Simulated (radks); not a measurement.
Zr XXI, configuration [Ar] 3d2. Calculated with a radial shooting solver on a logarithmic mesh with Libxc functionals: scalar-relativistic Kohn-Sham, LB94 model potential, spin-polarised, spherical densities, finite nucleus; open shells are filled with parallel spins first (spin-orbit coupling, left out, can overturn this in heavy ions); Fermi nuclear charge, rms radius 4.2694 fm.

Radial electron density D(r) = 4 pi r^2 rho(r):

```
   r/bohr * D(r) (the largest magnitude, 60.6, reaches the edge; | marks zero)
 0.003055 |    *
 0.003821 |      *
 0.004743 |        *
 0.005934 |            *
 0.007423 |                 *
 0.009287 |                      *
  0.01153 |                             *
  0.01442 |                                   *
  0.01804 |                                         *
  0.02257 |                                            *
  0.02801 |                                             *
  0.03505 |                                           *
  0.04384 |                                       *
  0.05485 |                                      *
  0.06808 |                                          *
  0.08517 |                                                 *
   0.1066 |                                                      *
   0.1333 |                                                   *
   0.1654 |                                       *
    0.207 |                          *
    0.259 |                      *
    0.324 |                          *
   0.4021 |                         *
    0.503 |                *
   0.6293 |      *
   0.7873 | *
   0.9771 *
    1.222 *
```

D(r) has 3 maxima, at r = 0.0261, 0.111, 0.359 bohr, and minima at 0.0523, 0.251 bohr, inside which lie 2.04, 10.75 electrons.
